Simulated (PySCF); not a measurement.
## Magnetisability: `[SiH3]C[Si@@H]([SiH3])P`, CH11PSi3

Molfile (atoms numbered from 1):
```
CH11PSi3
     RDKit          3D

 16 15  0  0  0  0  0  0  0  0999 V2000
   -2.0597   -1.0538   -0.0080 Si  0  0  0  0  0  4  0  0  0  0  0  0
   -1.0188   -0.3841    1.4097 C   0  0  0  0  0  0  0  0  0  0  0  0
    0.5968    0.4658    0.9204 Si  0  0  1  0  0  4  0  0  0  0  0  0
    1.9408   -0.9473   -0.3875 Si  0  0  0  0  0  4  0  0  0  0  0  0
    0.3287    2.3786   -0.2718 P   0  0  0  0  0  0  0  0  0  0  0  0
   -2.5452    0.0580   -0.8810 H   0  0  0  0  0  0  0  0  0  0  0  0
   -1.2405   -1.9838   -0.8462 H   0  0  0  0  0  0  0  0  0  0  0  0
   -3.2457   -1.8008    0.5116 H   0  0  0  0  0  0  0  0  0  0  0  0
   -1.6274    0.3247    1.9978 H   0  0  0  0  0  0  0  0  0  0  0  0
   -0.7677   -1.2247    2.0809 H   0  0  0  0  0  0  0  0  0  0  0  0
    1.3510    0.8511    2.1562 H   0  0  0  0  0  0  0  0  0  0  0  0
    1.4119   -1.0212   -1.7850 H   0  0  0  0  0  0  0  0  0  0  0  0
    3.3418   -0.4279   -0.4359 H   0  0  0  0  0  0  0  0  0  0  0  0
    1.9566   -2.3307    0.1851 H   0  0  0  0  0  0  0  0  0  0  0  0
   -0.7211    2.8806    0.5592 H   0  0  0  0  0  0  0  0  0  0  0  0
   -0.5710    1.7809   -1.2071 H   0  0  0  0  0  0  0  0  0  0  0  0
  1  2  1  0
  2  3  1  0
  3  4  1  0
  3  5  1  0
  1  6  1  0
  1  7  1  0
  1  8  1  0
  2  9  1  0
  2 10  1  0
  3 11  1  1
  4 12  1  0
  4 13  1  0
  4 14  1  0
  5 15  1  0
  5 16  1  0
M  END
```

The calculation used PySCF 2.14.0, GIAO CAM-B3LYP/pcSseg-1 magnetisability, rotational g tensor and spin-rotation constants, non-relativistic, gas phase. Geometry: PBE0-D3(BJ)/def2-SVP.

**Question.** What are the magnetisability and the molar susceptibility?

**Answer.** Isotropic -1604 × 10⁻³⁰ J/T², or -96.6 × 10⁻⁶ cm³/mol; principal values -1639, -1595, -1576 × 10⁻³⁰ J/T², anisotropy 56 × 10⁻³⁰ J/T² (root of half the summed squared differences of the principal values). The susceptibility is in cgs units.

**Question.** Split it along the inertial axes a, b, c into diamagnetic and paramagnetic parts about the centre of mass, with the quadrupole moment.

**Answer.** 
```
axis  χ (10⁻⁶ cm³/mol)  diamagnetic (10⁻⁶ cm³/mol)  paramagnetic (10⁻⁶ cm³/mol)  summed x² of all electrons (Å²)  quadrupole Θ (D Å)
   a             -97.4                      -855.2                        757.8                            195.7               -4.88
   b             -95.6                     -1067.4                        971.8                            145.7               +1.78
   c             -96.7                     -1448.2                       1351.5                             55.9               +3.10
```
Anisotropies 2χaa − χbb − χcc = -2.6 and 2χbb − χaa − χcc = +2.9 × 10⁻⁶ cm³/mol. Θ is traceless in Buckingham's convention.

**Question.** And the rotational g tensor?

**Answer.** 
| axis | rotational constant (GHz) | g | nuclear part | electronic part |
| --- | --- | --- | --- | --- |
| a | 1.6990 | -0.0172 | 0.5876 | -0.6049 |
| b | 1.2910 | -0.0166 | 0.5729 | -0.5894 |
| c | 0.9050 | -0.0115 | 0.5632 | -0.5746 |

Asymmetric top; isotopes 12C, 1H, 31P, 28Si; no vibrational averaging.
